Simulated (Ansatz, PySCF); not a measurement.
Gas-phase reaction in SMILES: C[S-] → [CH2-]S
Structures are relaxed separately at B3LYP-D3(BJ)/def2-TZVP in Ansatz (a program for electronic structure), one conformer each, not searched for the lowest.

Wanted: isomerisation energy (electronic energy difference), in kJ/mol. Cores are frozen in the correlated levels unless marked. Spin-orbit coupling is left out. No relativistic terms. Anions need diffuse functions: def2-D sets add few. CBS marks a two-point X^-3 extrapolation of the correlation energy; Hartree-Fock from the larger set.

```json
[
 {"level": "BLYP-D4/def2-TZVPD", "program": "Ansatz + dftd4", "isomerisation energy (kJ/mol)": "160.0"},
 {"level": "M06-L-D4/def2-TZVPD", "program": "PySCF + dftd4", "isomerisation energy (kJ/mol)": "?"},
 {"level": "r2SCAN-D4/def2-TZVPD", "program": "Ansatz + dftd4", "isomerisation energy (kJ/mol)": "164.3"},
 {"level": "PBE0/def2-TZVPD", "program": "Ansatz", "isomerisation energy (kJ/mol)": "167.5"},
 {"level": "r2SCAN0/def2-TZVPD", "program": "Ansatz", "isomerisation energy (kJ/mol)": "171.3"},
 {"level": "CCSD(T)/CBS(def2-TZVPPD,def2-QZVPPD)", "program": "Ansatz", "isomerisation energy (kJ/mol)": "170.9"}
]
```

### Question
What belongs in the gaps?

### Answer

- M06-L-D4/def2-TZVPD, isomerisation energy (kJ/mol): 166.8
